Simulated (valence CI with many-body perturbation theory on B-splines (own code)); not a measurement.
**E1 line list for O IV**

Level of theory: relativistic CI+MBPT: three valence electrons over a frozen Dirac-Fock core [He], radial functions for each j: 11 s, 11 p, 10 d, 8 f, 5 g, 2 h, with the one-electron correlation potential Σ1 (screened to all orders), the two-electron term Σ2, the three-electron term Σ3, Breit, model QED; selected single and double excitations, second order for the rest, scaled by the run's own slope (own B-spline code, finite nucleus).

Set against measurement, 55 paired levels are off by 115 cm⁻¹ on average, the worst by 261. These come from a selection out of Moore, Selected Tables of Atomic Spectra, NSRDS-NBS 3, section 10. Levels without a partner in it may be off by more.

Lines 351 to 400 of 587 in falling wavelength, among levels below 586020 cm⁻¹, chosen from the strongest by gf and those to the six lowest levels. Wavelengths and rates use the calculated energies, so an error of 100 cm⁻¹ moves a line at 625.5 Å by 0.063 % and its rate by three times that or more. Electric multipoles are in the length gauge, E1 and E2 with the static RPA response of the core. Weak lines are less certain than strong ones. Lines between different terms over intervals too small for the method are left out, as are lines whose strength nearly cancels. Where a level lies close to another of its J and parity, the split of strength between their lines is uncertain. The highest levels of a list are the least certain.

Names give the largest LS component (configuration and term), which can be under half, so a name can repeat, a term be missing and a line seem to break the LS rules; names also repeat where a configuration has a term twice. Letters in brackets count levels of one name in rising energy.

| λ vac (Å) | λ from measured levels | Upper | Lower | A (s⁻¹) | S (a.u.) with core polarisation | S without |
| --- | --- | --- | --- | --- | --- | --- |
| 696.9 |  | 2s.2p.4p 4S_3/2 | 2s.2p.3s 4P°_5/2 | 1.86e+08 | 1.24e-01 | 1.24e-01 |
| 670.6 |  | 2s2.5s 2S_1/2 | 2s2.3p 2P°_3/2 | 1.04e+09 | 3.09e-01 | 3.09e-01 |
| 670.2 |  | 2s2.5s 2S_1/2 | 2s2.3p 2P°_1/2 | 5.21e+08 | 1.55e-01 | 1.55e-01 |
| 663.1 |  | 2s2.6p 2P°_3/2 | 2s2.3d 2D_5/2 | 1.98e+08 | 1.14e-01 | 1.15e-01 |
| 659.2 |  | 2s.2p.3d 2F°_7/2 [b] | 2s2.3d 2D_5/2 | 8.76e+08 | 9.91e-01 | 1.00e+00 |
| 659.2 |  | 2s.2p.3d 2F°_5/2 [b] | 2s2.3d 2D_3/2 | 8.18e+08 | 6.94e-01 | 7.01e-01 |
| 639.2 |  | 2s.2p.3d 2D°_3/2 [b] | 2s2.3d 2D_5/2 | 2.78e+08 | 1.43e-01 | 1.45e-01 |
| 639.1 |  | 2s.2p.3d 2D°_3/2 [b] | 2s2.3d 2D_3/2 | 2.50e+09 | 1.29e+00 | 1.30e+00 |
| 639.1 |  | 2s.2p.3d 2D°_5/2 [b] | 2s2.3d 2D_5/2 | 2.59e+09 | 2.00e+00 | 2.02e+00 |
| 639.0 |  | 2s.2p.3d 2D°_5/2 [b] | 2s2.3d 2D_3/2 | 1.87e+08 | 1.45e-01 | 1.46e-01 |
| 635.7 |  | 2s.2p.3p 2D_3/2 [b] | 2s2.3p 2P°_3/2 | 3.47e+08 | 1.76e-01 | 1.78e-01 |
| 635.6 |  | 2s.2p.3p 2D_5/2 [b] | 2s2.3p 2P°_3/2 | 2.22e+09 | 1.69e+00 | 1.70e+00 |
| 635.3 |  | 2s.2p.3p 2D_3/2 [b] | 2s2.3p 2P°_1/2 | 1.87e+09 | 9.48e-01 | 9.57e-01 |
| 629.2 |  | 2s2.6f 2F°_5/2 | 2s2.3d 2D_5/2 | 2.25e+08 | 1.66e-01 | 1.67e-01 |
| 629.2 |  | 2s2.6f 2F°_7/2 | 2s2.3d 2D_5/2 | 3.33e+09 | 3.27e+00 | 3.29e+00 |
| 629.2 |  | 2s2.6f 2F°_5/2 | 2s2.3d 2D_3/2 | 3.10e+09 | 2.29e+00 | 2.30e+00 |
| 625.9 |  | 2s.2p.3p 2P_1/2 [b] | 2s2.3p 2P°_3/2 | 1.06e+09 | 2.57e-01 | 2.59e-01 |
| 625.7 |  | 2s.2p.3p 2P_3/2 [b] | 2s2.3p 2P°_3/2 | 2.72e+09 | 1.31e+00 | 1.33e+00 |
| 625.6 |  | 2s.2p.3p 2P_1/2 [b] | 2s2.3p 2P°_1/2 | 2.17e+09 | 5.25e-01 | 5.30e-01 |
| 625.5 | 625.9 | 2p3 4S°_3/2 | 2s.2p2 4P_5/2 | 3.17e+09 | 1.53e+00 | 1.54e+00 |
| 625.3 |  | 2s.2p.3p 2P_3/2 [b] | 2s2.3p 2P°_1/2 | 5.19e+08 | 2.50e-01 | 2.53e-01 |
| 624.7 | 625.1 | 2p3 4S°_3/2 | 2s.2p2 4P_3/2 | 2.12e+09 | 1.02e+00 | 1.03e+00 |
| 624.2 | 624.6 | 2p3 4S°_3/2 | 2s.2p2 4P_1/2 | 1.06e+09 | 5.10e-01 | 5.15e-01 |
| 620.0 | 620.8 | 2s.2p.3s 2P°_1/2 [b] | 2s2.3s 2S_1/2 | 2.78e+09 | 6.54e-01 | 6.60e-01 |
| 620.0 | 620.8 | 2s.2p.3s 2P°_3/2 [b] | 2s2.3s 2S_1/2 | 2.79e+09 | 1.31e+00 | 1.32e+00 |
| 618.2 |  | 2s2.5d 2D_5/2 | 2s2.3p 2P°_3/2 | 8.19e+08 | 5.73e-01 | 5.73e-01 |
| 617.9 |  | 2s2.5d 2D_3/2 | 2s2.3p 2P°_1/2 | 6.80e+08 | 3.17e-01 | 3.17e-01 |
| 616.6 | 617.0 | 2p3 2P°_1/2 | 2s.2p2 2D_3/2 | 2.87e+09 | 6.64e-01 | 6.69e-01 |
| 616.5 | 617.0 | 2p3 2P°_3/2 | 2s.2p2 2D_3/2 | 2.94e+08 | 1.36e-01 | 1.37e-01 |
| 616.5 | 617.0 | 2p3 2P°_3/2 | 2s.2p2 2D_5/2 | 2.56e+09 | 1.18e+00 | 1.19e+00 |
| 615.2 |  | 2s.2p.3d 2P°_1/2 [b] | 2s2.3d 2D_3/2 | 2.71e+09 | 6.22e-01 | 6.28e-01 |
| 615.2 |  | 2s.2p.3d 2P°_3/2 [b] | 2s2.3d 2D_5/2 | 2.44e+09 | 1.12e+00 | 1.13e+00 |
| 615.2 |  | 2s.2p.3d 2P°_3/2 [b] | 2s2.3d 2D_3/2 | 2.72e+08 | 1.25e-01 | 1.26e-01 |
| 608.9 | 609.8 | 2s.2p2 2S_1/2 | 2s2.2p 2P°_3/2 | 2.32e+09 | 5.18e-01 | 5.22e-01 |
| 607.6 |  | 2s.2p.3p 2S_1/2 [b] | 2s2.3p 2P°_3/2 | 1.10e+09 | 2.44e-01 | 2.47e-01 |
| 607.5 | 608.4 | 2s.2p2 2S_1/2 | 2s2.2p 2P°_1/2 | 1.25e+09 | 2.77e-01 | 2.79e-01 |
| 607.3 |  | 2s.2p.3p 2S_1/2 [b] | 2s2.3p 2P°_1/2 | 5.24e+08 | 1.16e-01 | 1.17e-01 |
| 554.6 | 555.3 | 2s.2p2 2P_1/2 | 2s2.2p 2P°_3/2 | 2.48e+09 | 4.18e-01 | 4.21e-01 |
| 553.9 | 554.5 | 2s.2p2 2P_3/2 | 2s2.2p 2P°_3/2 | 6.06e+09 | 2.03e+00 | 2.05e+00 |
| 553.4 | 554.1 | 2s.2p2 2P_1/2 | 2s2.2p 2P°_1/2 | 4.78e+09 | 8.00e-01 | 8.07e-01 |
| 552.7 | 553.3 | 2s.2p2 2P_3/2 | 2s2.2p 2P°_1/2 | 1.21e+09 | 4.03e-01 | 4.07e-01 |
| 544.6 | 545.3 | 2p3 2D°_5/2 | 2s.2p2 4P_5/2 | 5.49e+04 | 2.63e-05 | 2.64e-05 |
| 543.2 |  | 2s2.6d 2D_5/2 | 2s2.3p 2P°_3/2 | 5.35e+08 | 2.54e-01 | 2.54e-01 |
| 543.0 |  | 2s2.6d 2D_3/2 | 2s2.3p 2P°_1/2 | 4.45e+08 | 1.41e-01 | 1.41e-01 |
| 471.8 | 471.3 | 2s.2p.3p 2P_3/2 [a] | 2p3 2D°_5/2 | 3.67e+08 | 7.60e-02 | 7.57e-02 |
| 380.1 |  | 2s2.3p 2P°_3/2 | 2s.2p2 2D_5/2 | 4.39e+08 | 4.76e-02 | 4.73e-02 |
| 349.7 |  | 2s.2p.4p 2P_3/2 | 2p3 2P°_3/2 | 1.09e+09 | 9.24e-02 | 9.21e-02 |
| 347.1 | 346.7 | 2s.2p.3s 2P°_1/2 [a] | 2s.2p2 2S_1/2 | 1.47e+09 | 6.07e-02 | 6.05e-02 |
| 346.8 | 346.4 | 2s.2p.3s 2P°_3/2 [a] | 2s.2p2 2S_1/2 | 1.45e+09 | 1.20e-01 | 1.19e-01 |
| 339.3 | 339.3 | 2s.2p.3p 2P_3/2 [b] | 2p3 2D°_5/2 | 1.04e+09 | 7.99e-02 | 7.96e-02 |
